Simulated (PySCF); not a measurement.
A PySCF script (with the pyscf-properties extension) for the NMR shieldings of SMILES [SiH2]([Si@@H](CC=C)O)S, C3H10OSSi2, on a GFN2-xTB geometry:

```python
import basis_set_exchange as bse
import numpy as np
from pyscf import gto, dft
from pyscf.prop import nmr

atoms = """
C     2.806648   -0.168167   -1.242094
C     2.231322   -0.341579   -0.063767
C     0.828682   -0.791255    0.130467
Si   -0.304846    0.739017    0.376502
O    -0.221830    1.704761   -0.933445
Si   -2.552380    0.283984    0.350830
S    -2.942104   -1.122798    1.948137
H     2.290984   -0.398359   -2.160928
H     3.818364    0.187245   -1.339264
H     2.775439   -0.101509    0.840640
H     0.491195   -1.352356   -0.742408
H     0.759814   -1.447865    0.995941
H     0.204406    1.464028    1.552372
H     0.616277    1.938602   -1.326468
H    -3.123112   -0.353665   -0.841769
H    -3.431875    1.417151    0.649264
H    -4.253982   -1.166184    1.796080
"""
names = dict.fromkeys(["C", "Si", "O", "S", "H"], "pcSseg-1")
basis = {el: gto.basis.parse(bse.get_basis(n, elements=[el], fmt="nwchem")) for el, n in names.items()}
mol = gto.M(atom=atoms, basis=basis, charge=0, verbose=0)
mf = dft.RKS(mol, xc="PBE0")
mf.grids.level = 2
mf.grids.alignment = dft.numint.BLKSIZE   # the property module wants whole blocks of grid points
mf.conv_tol = 1e-9
mf.kernel()

calc = nmr.RKS(mf)   # GIAO
C = mf.mo_coeff
Co = C[:, mf.mo_occ > 0]
resp = mf.gen_response(singlet=True, hermi=2)
def vind(x):   # induced exchange potential for any number of trial vectors
    d = np.einsum("pi,xij,qj->xpq", C, 2 * x.reshape(-1, C.shape[1], Co.shape[1]), Co, optimize=True)
    return np.einsum("xpq,pi,qj->xij", resp(d - d.transpose(0, 2, 1)), C, Co, optimize=True).ravel()
mo1, _ = nmr.rhf.solve_mo1(calc, with_cphf=vind)
sigma = calc.kernel(mo1)
for i, s in enumerate(sigma):   # ppm
    w = np.linalg.eigvalsh((s + s.T) / 2)
    print("%2d %-2s iso %8.1f  s11 %8.1f  s22 %8.1f  s33 %8.1f" % (i, mol.atom_pure_symbol(i), w.mean(), *w))
```

Problem. Give the expected output.

Solution. 
```
 0 C  iso     66.2  s11    -45.4  s22     86.3  s33    157.7
 1 C  iso     44.8  s11    -73.3  s22     45.9  s33    161.7
 2 C  iso    157.8  s11    144.7  s22    157.0  s33    171.8
 3 Si iso    364.5  s11    330.5  s22    344.4  s33    418.6
 4 O  iso    328.7  s11    291.1  s22    336.1  s33    359.0
 5 Si iso    415.6  s11    377.4  s22    412.5  s33    456.8
 6 S  iso    802.3  s11    675.9  s22    730.4  s33   1000.7
 7 H  iso     26.4  s11     22.7  s22     25.6  s33     31.0
 8 H  iso     26.4  s11     23.3  s22     25.4  s33     30.5
 9 H  iso     25.5  s11     23.3  s22     25.2  s33     28.0
10 H  iso     29.7  s11     25.4  s22     29.9  s33     33.8
11 H  iso     29.9  s11     25.1  s22     29.7  s33     34.9
12 H  iso     26.5  s11     23.9  s22     24.3  s33     31.2
13 H  iso     29.9  s11     19.8  s22     26.4  s33     43.7
14 H  iso     26.8  s11     22.7  s22     25.4  s33     32.2
15 H  iso     26.8  s11     22.3  s22     25.6  s33     32.4
16 H  iso     32.0  s11     23.0  s22     27.8  s33     45.1
```

These numbers come from an equivalent density-fitted implementation of the same equations, which agrees with the script to about 0.01 ppm for H and up to a few tenths of a ppm for heavy atoms, so last digits may differ.

Problem. Turn these shieldings into chemical shifts. δ = σ(ref) − σ, references computed at the same level: ¹³C (186.93 ppm), ²⁹Si (349.16 ppm), ¹H (31.72 ppm) vs TMS; H2O for ¹⁷O (336.08 ppm); CS2 for ³³S (503.73 ppm).

Solution. Averaging equivalent atoms: C 1: 142.1; C 0: 120.7; C 2: 29.1; Si 3: -15.4; Si 5: -66.4; O 4: 7.3; S 6: -299; H 9: 6.20; H 8: 5.31; H 7: 5.31; H 12: 5.26; H 15: 4.95; H 14: 4.94; H 10: 1.99; H 11: 1.83; H 13: 1.77; H 16: -0.25 ppm. Experimental scales use liquid or dissolved standards, which lie at an offset from isolated H2O (liquid H2O: subtract about 36 ppm).

Size and cost of the density-fitted run: 190 basis functions, 50 s wall time on 1 thread of an Arm Neoverse V1, shared host; peak memory 0.88 GiB.
